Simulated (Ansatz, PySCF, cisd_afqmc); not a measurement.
System: H₂Se, charge 0, singlet. H2Se (SMILES [SeH2]).
B3LYP-D3(BJ)/def2-TZVP minimum from Ansatz (an electronic-structure program):
```
Se
H 1 1.4704
H 1 1.4704 2 91.29
```
Charge 0, spin multiplicity 1.

Atomisation energy term by term, kcal/mol (programs: Ansatz, cisd_afqmc). UHF or UKS for unpaired electrons; spin-orbit terms are left out. Cores are frozen in correlated methods (noble-gas shells, and filled d and f shells in the p block). No relativity. AFQMC is phaseless with a CISD trial state; ± is one standard error, without the phaseless bias. Outlying blocks are dropped, and bars are widened where a walk drifts. Over all cases where full CI ran beside it in this data, AFQMC minus full CI had a median of +0.1 mEh and passed +0.4 mEh in a tenth of the cases. CBS(X,Y): correlation extrapolated as X^-3, Hartree-Fock from the larger set (Q,5: extrapolated as (X+1)exp(-9√X)). A bracket is a step between two methods taken in the basis named. Where a partner has so few electrons that a lower coupled-cluster level is exact, that level stands in.

| term | basis | kcal/mol |
|---|---|---|
| Hartree-Fock | CBS(cc-pVQZ,cc-pV5Z) | 111.28 |
| CCSD correlation | CBS(cc-pVQZ,cc-pV5Z) | 49.63 |
| (T) | CBS(cc-pVQZ,cc-pV5Z) | 2.22 |
| CCSDT(Q) - CCSD(T) | cc-pV5Z | 0.13 |
| CCSDTQ - CCSDT(Q) | cc-pVTZ | 0.01 |
| minus zero-point energy | Hessian by PySCF at B3LYP-D3(BJ)/def2-TZVP | -8.44 |
| sum: D0 |  | 154.8 |

The step beyond CCSD(T) by other levels: CCSDTQ in cc-pVDZ 0.19; AFQMC/CISD in cc-pVDZ 0.17 ± 0.07; CCSDT(Q) in cc-pVDZ 0.19; CCSDTQ in cc-pVTZ 0.14; AFQMC/CISD in cc-pVTZ 0.13 ± 0.19; CCSDT(Q) in cc-pVTZ 0.13; CCSDT(Q) in cc-pVQZ 0.13 kcal/mol.
